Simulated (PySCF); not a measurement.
Input file for PySCF: D3(BJ) and D4 dispersion corrections on CH4BFO (SMILES CB(O)F), a point of a torsion scan.

```python
from pyscf import gto
from pyscf.dispersion import dftd3, dftd4

mol = gto.M(
    atom='''
    C    -0.93674302   -0.17463352   -0.04565444
    B     0.51910857    0.46043147   -0.02738661
    O     1.59889561    0.01184339   -0.68099533
    F     0.74225410    1.50626031    0.77014359
    H    -1.67801763    0.58459549   -0.28234915
    H    -1.04346184   -0.98468277   -0.76158533
    H    -1.19532090   -0.55839377    0.93897117
    H     1.64497739   -0.91275545   -0.91111066
    ''',
    basis='def2-svp',
    charge=0, spin=0, verbose=0, max_memory=1800)
d3, d4 = {}, {}
for xc in ['hf', 'pbe', 'blyp', 'revpbe', 'tpss', 'r2scan', 'b3lyp', 'pbe0', 'bhlyp', 'camb3lyp', 'b2plyp']:
    d3[xc] = float(dftd3.DFTD3Dispersion(mol, xc=xc, version='d3bj', atm=False).get_dispersion()['energy'])
    print(f'D3(BJ) {xc:10s} {d3[xc]:14.8f} Eh')
for xc in ['hf', 'pbe', 'blyp', 'revpbe', 'tpss', 'r2scan', 'b3lyp', 'pbe0', 'bhlyp', 'camb3lyp', 'b2plyp']:
    d4[xc] = float(dftd4.DFTD4Dispersion(mol, xc={'camb3lyp': 'cam-b3lyp'}.get(xc, xc), atm=True).get_dispersion()['energy'])
    print(f'D4     {xc:10s} {d4[xc]:14.8f} Eh')
```

The log:

```
D3(BJ) hf            -0.03317008 Eh
D3(BJ) pbe           -0.00378292 Eh
D3(BJ) blyp          -0.00789666 Eh
D3(BJ) revpbe        -0.01001317 Eh
D3(BJ) tpss          -0.00465728 Eh
D3(BJ) r2scan        -0.00099602 Eh
D3(BJ) b3lyp         -0.00640010 Eh
D3(BJ) pbe0          -0.00315153 Eh
D3(BJ) bhlyp         -0.00485401 Eh
D3(BJ) camb3lyp      -0.00268415 Eh
D3(BJ) b2plyp        -0.00284534 Eh
D4     hf            -0.01455389 Eh
D4     pbe           -0.00363140 Eh
D4     blyp          -0.00831413 Eh
D4     revpbe        -0.01317580 Eh
D4     tpss          -0.00493062 Eh
D4     r2scan        -0.00088018 Eh
D4     b3lyp         -0.00582013 Eh
D4     pbe0          -0.00299902 Eh
D4     bhlyp         -0.00393980 Eh
D4     camb3lyp      -0.00296366 Eh
D4     b2plyp        -0.00251760 Eh
```

The run finished.

Cost: very roughly 0.03 core-seconds.
